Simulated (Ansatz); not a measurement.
Born–Oppenheimer molecular dynamics of a periodic cell of 17 atoms, InAg16 (surface Ag(110), adsorbate In). It goes on from the last frame of an earlier run, with new velocities.

Level of theory: Ansatz, DFT PBE-D3(BJ), scalar-relativistic, plane waves, PAW. Settings: PAW set soft_1, cutoff 420 eV, k mesh 2x3x1, fermi-dirac smearing 0.05 eV, no spin polarisation.

- ensemble: NVT, Langevin thermostat
- time step: 4.5 fs
- steps asked: 150
- set temperature: 450 K
- friction: 0.02 /fs
- atoms held: 1 to 4
- seed: 272739

First frame:

```xyz
17
Lattice="8.1800 0.0000 0.0000 0.0000 5.7841 0.0000 0.0000 0.0000 15.3381" Properties=species:S:1:pos:R:3
Ag 2.045 1.446 1.000
Ag 6.135 1.446 1.000
Ag 2.045 4.338 1.000
Ag 6.135 4.338 1.000
Ag -0.080 0.024 2.324
Ag 4.202 -0.038 2.335
Ag 0.106 2.808 2.346
Ag 4.079 2.805 2.409
Ag 2.123 1.153 3.725
Ag 6.078 1.396 3.903
Ag 2.060 3.961 4.231
Ag 6.295 4.302 3.762
Ag 0.110 -0.138 5.274
Ag 4.058 -0.036 5.441
Ag -0.634 2.975 5.782
Ag 4.526 2.967 5.638
In 1.914 1.924 6.411
```

Question: What does the run give?

Answer: All steps were run.

* steps done: 150
* time covered: 675 fs
* mean temperature over the second half: 390 K
* spread of the potential energy over the second half: 8.0 meV per atom
* mean potential energy of the second half above the start: 17.8 meV per atom

The mean temperature of the second half is 13 % below the set value. A run of 0.68 ps of so small a system gives no equilibrium averages. Limits of this set-up: coarse k mesh, thin slab, slab without dipole correction, a typed lattice constant that wasn't relaxed here.

Question: What happens to the structure?

Answer: Mean squared displacements from the first frame to the last: Ag 0.10 Å², In 0.24 Å². Another seed would give other details.

Question: How do temperature and energy run in time?

Answer: 
| time (fs) | T (K) | potential energy less start (eV) |
| --- | --- | --- |
| 0 | 450 | 0.000 |
| 54 | 341 | 0.289 |
| 108 | 438 | 0.380 |
| 162 | 387 | 0.290 |
| 216 | 342 | 0.377 |
| 270 | 534 | 0.173 |
| 324 | 440 | 0.172 |
| 378 | 459 | 0.321 |
| 432 | 370 | 0.552 |
| 486 | 504 | 0.367 |
| 540 | 351 | 0.322 |
| 594 | 366 | 0.167 |
| 648 | 327 | 0.157 |

Time of the run: 41 min on 4 threads of Arm Neoverse V1, with other jobs on the host, peak memory 2.4 GiB.
